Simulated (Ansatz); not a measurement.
Reaction (redistribution): `C[NH][Al]1[BH][S]1` + `[CH3][GeH]([OH])[Cl]` → `[CH3][Al]1[BH][S]1` + `C[NH][GeH]([OH])[Cl]`

Calculated with Ansatz (gas phase, PBE0-D4/def2-TZVP geometries, no zero-point term in ΔE). CCSD(T)/CBS is the MP2 limit (def2-TZVPP, def2-QZVPP) plus CCSD(T) − MP2 in def2-TZVPP, frozen cores. DFT in def2-TZVPP. B3LYP here is the variant with VWN-RPA as its local correlation; programs differ in this. For Ge outer-core shells are correlated without core-valence functions, which leaves a few kJ/mol of doubt a bond. Scalar relativity is left out up to krypton. Each species was taken in one conformer, which may not be the lowest.

| level | ΔE (kJ/mol) |
| --- | --- |
| B3LYP-D4 | 54.1 |
| ωB97M-V | 51.8 |
| PBE | 52.3 |
| PBE0 | 52.7 |
| SCS-MP2/def2-TZVPP | 54.9 |
| CCSD/def2-TZVPP | 54.5 |
| CCSD(T)/def2-TZVPP | 53.1 |
| SCS-MP2/def2-QZVPP | 55.1 |

Q: What does CCSD(T)/CBS give? (Best estimate.)

A: Ansatz gave: +53.1 kJ/mol. The listed levels differ from it by 1.0, -1.3, -0.8, -0.4, 1.8, 1.4, 0.0, 2.0 kJ/mol.

Largest T1 diagnostic among the species: 0.015.
